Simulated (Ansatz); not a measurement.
Species: pyridin-3-ylsilane, C5H7NSi, charge 0, multiplicity 1. 
Coordinates optimised at B3LYP-D3(BJ)/def2-TZVP (Ansatz, a first-principles code):
```
C
C 1 1.3983
H 2 1.0842 1 120.58
C 2 1.3855 3 119.72 1 -180.00
H 4 1.0820 2 121.24 3 0.00
C 4 1.3907 5 120.31 2 -180.00
N 6 1.3315 4 123.29 5 180.00
C 7 1.3333 6 117.48 4 0.00
H 6 1.0850 7 116.28 8 -180.00
H 8 1.0856 7 115.44 6 180.00
Si 1 1.8719 2 122.15 3 0.00
H 11 1.4803 1 109.00 2 180.00
H 11 1.4824 12 109.48 10 -120.91
H 11 1.4824 12 109.48 13 -118.18
```
Charge 0, spin multiplicity 1.

Total electronic energies in hartree. Cores are frozen in the correlated levels unless marked. Spin-orbit coupling is left out. Non-relativistic. CBS(X,Y): correlation extrapolated as X^-3; Hartree-Fock from the larger set. The bracket is a focal-point correction in the basis named.

The Hartree-Fock reference is unstable (checked in the largest basis), which strains HF and MP2. 

```json
[
 {"level": "HF/6-31G", "program": "Ansatz", "energy (Eh)": "-536.62065"},
 {"level": "HF/cc-pV(D+d)Z", "program": "Ansatz", "energy (Eh)": "-536.81482"},
 {"level": "HF/cc-pV(T+d)Z", "program": "Ansatz", "energy (Eh)": "-536.88812"},
 {"level": "BLYP-D3(BJ)/def2-TZVPD", "program": "Ansatz + dftd3", "energy (Eh)": "-539.00128"},
 {"level": "BLYP-D4/def2-TZVPD", "program": "Ansatz + dftd4", "energy (Eh)": "-539.00255"},
 {"level": "revPBE-D3(BJ)/def2-TZVPD", "program": "Ansatz + dftd3", "energy (Eh)": "-538.97856"},
 {"level": "r2SCAN-D3(BJ)/def2-TZVPD", "program": "Ansatz + dftd3", "energy (Eh)": "-538.90584"},
 {"level": "B3LYP-D4/def2-TZVPD", "program": "Ansatz + dftd4", "energy (Eh)": "-539.12553"},
 {"level": "PBE0-D4/def2-TZVPD", "program": "Ansatz + dftd4", "energy (Eh)": "-538.66440"},
 {"level": "wB97X-V/def2-TZVPD", "program": "Ansatz", "energy (Eh)": "-538.95484"},
 {"level": "B2GP-PLYP-D3(BJ)/def2-TZVPD", "program": "Ansatz + dftd3", "energy (Eh)": "___"},
 {"level": "MP2/aug-cc-pV(T+d)Z", "program": "Ansatz", "energy (Eh)": "-538.01582"},
 {"level": "MP2/cc-pV(T+d)Z", "program": "Ansatz", "energy (Eh)": "-537.99526"},
 {"level": "MP2/cc-pV(Q+d)Z", "program": "Ansatz", "energy (Eh)": "-538.08589"},
 {"level": "MP2/CBS(cc-pV(T+d)Z,cc-pV(Q+d)Z)", "program": "Ansatz", "energy (Eh)": "-538.1379"},
 {"level": "SCS-MP2/6-31G", "program": "Ansatz", "energy (Eh)": "-537.20548"},
 {"level": "SCS-MP2/6-31G*", "program": "Ansatz", "energy (Eh)": "-537.61603"},
 {"level": "SCS-MP2/aug-cc-pV(T+d)Z", "program": "Ansatz", "energy (Eh)": "-538.00362"},
 {"level": "CCSD/6-31G", "program": "Ansatz", "energy (Eh)": "-537.26391"},
 {"level": "CCSD(T)/6-31G", "program": "Ansatz", "energy (Eh)": "-537.28848"},
 {"level": "RI-MP2/CBS(cc-pV(T+d)Z,cc-pV(Q+d)Z)+[CCSD(T)-MP2]/cc-pV(T+d)Z", "program": "Ansatz", "energy (Eh)": "-538.2321"},
 {"level": "RI-MP2/CBS(cc-pV(T+d)Z,cc-pV(Q+d)Z)+[CCSD(T)-MP2]/cc-pV(Q+d)Z", "program": "Ansatz", "energy (Eh)": "-538.2239"},
 {"level": "CCSD(T)/CBS(cc-pV(T+d)Z,cc-pV(Q+d)Z)", "program": "Ansatz", "energy (Eh)": "-538.2183"}
]
```

Some entries are withheld; supply them.


- B2GP-PLYP-D3(BJ)/def2-TZVPD, energy (Eh): -538.65121
